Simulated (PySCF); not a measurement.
## PbH: frontier orbitals

UHF at R = 1.860 Å; PySCF, scalar-relativistic core potentials, basis sets H def2-SVPD, Pb def2-SVPD with ECP60. State: ²Π (doublet), unpaired electrons π ↑. Only the outer orbitals are listed, counted within each symmetry, core potentials removing the inner ones.

```tsv
spin	orbital	occ.	ε (eV)	on H (%)	main shells (%)
α	1δ	1	-29.60	0	100 Pb d
α	1δ	1	-29.51	0	100 Pb d
α	2π	1	-29.40	0	100 Pb d
α	3σ	1	-29.26	1	100 Pb d
α	2π	1	-29.14	0	100 Pb d
α	4σ	1	-17.28	13	86 Pb s, 12 H s
α	5σ	1	-9.50	41	46 Pb p, 41 H s, 10 Pb s
α	3π	1	-6.82	0	100 Pb p
α	3π	0	-0.19	-1	101 Pb p
α	6σ	0	1.69	0	97 Pb s
α	7σ	0	2.99	7	67 Pb d, 24 Pb p, 8 H s
β	1δ	1	-29.56	0	100 Pb d
β	2π	1	-29.39	0	100 Pb d
β	1δ	1	-29.35	0	100 Pb d
β	3σ	1	-29.09	1	99 Pb d
β	2π	1	-28.97	0	100 Pb d
β	4σ	1	-15.87	20	78 Pb s, 20 H s
β	5σ	1	-9.32	42	42 H s, 39 Pb p, 17 Pb s
β	3π	0	0.23	0	100 Pb p
β	3π	0	1.24	1	99 Pb p
β	6σ	0	1.87	0	95 Pb s
```

Q: Which are the highest filled and the lowest empty level, where do they sit, and how wide is the gap?

A: Highest filled α 3π at -6.82 eV (in %: 100 Pb p); lowest empty α 3π at -0.19 eV (in %: 101 Pb p); the gap at UHF is 6.63 eV. Both belong to one degenerate shell, split only by its one-sided filling, so this is no excitation gap.

```json
{
 "bond order (Mayer)": "0.94",
 "⟨S²⟩": "0.761",
 "charge on H (Mulliken, basis-dependent)": "-0.17",
 "charge on H (Löwdin, basis-dependent)": "-0.34",
 "dipole moment (positive dipole means H(−)Pb(+))": "1.06 D",
 "polarisability along the bond": "61.2 bohr³",
 "polarisability across the bond": "52.8 bohr³"
}
```

Shares are Mulliken populations and can fall outside 0 to 100 %.

These are scalar-relativistic numbers at best; spin–orbit coupling would shift them, the dissociation energy most. The state was picked by a PBE0 search and need not be the measured ground state.
